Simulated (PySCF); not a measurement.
C2H10OSi3, SMILES O=CC[SiH2][SiH2][SiH3].

The structure is a stationary point at B3LYP-D3(BJ)/def2-SVP. The structure was generated by enumeration, and PubChem lists no compound with its InChIKey, so it may never have been made. The values are those of a single conformer.

Computed with PBE/def2-TZVP in PySCF.

The molecule is in vacuum.

Computed frontier levels, gap, dipole moment:
```json
{
 "highest_occupied_level": "-5.88 eV",
 "lowest_empty_level": "-2.06 eV",
 "orbital_gap": "3.82 eV",
 "dipole_moment": "2.78 D",
 "quadrupole, principal values (traceless, Buckingham form, about the centre of nuclear charge)": "-15.45, 5.48, 9.97 D·Å"
}
```
